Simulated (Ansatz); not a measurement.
Gas-phase electronic energies from Ansatz, PBE0-D4/def2-TZVP geometries. CCSD(T)/CBS is the MP2 limit (def2-TZVPP, def2-QZVPP) plus CCSD(T) − MP2 in def2-TZVPP, frozen cores. Each species was taken in one conformer, which may not be the lowest.

`OB(O)S` + `C=C(F)[SiH2]O` → `OBS` + `C=C(F)[SiH](O)O`  (redistribution)

| species | HF/def2-TZVPP energy (Eh) |
| --- | --- |
| `OB(O)S` | -573.92403 |
| `C=C(F)[SiH2]O` | -542.02312 |
| `OBS` | -498.95954 |
| `C=C(F)[SiH](O)O` | -616.98574 |

Question: Work out ΔE.

Answer: ΔE = (-498.95954) + (-616.98574) − (-573.92403) − (-542.02312) = 0.00187 Eh = +0.05 eV. CCSD(T)/CBS gives 0.00 eV.

Largest T1 diagnostic among the species: 0.013.

In def2-TZVPP, CCSD(T) changes the Hartree–Fock value by −0.03 eV (the triples alone add −0.01 eV) and MP2 by −0.05 eV.
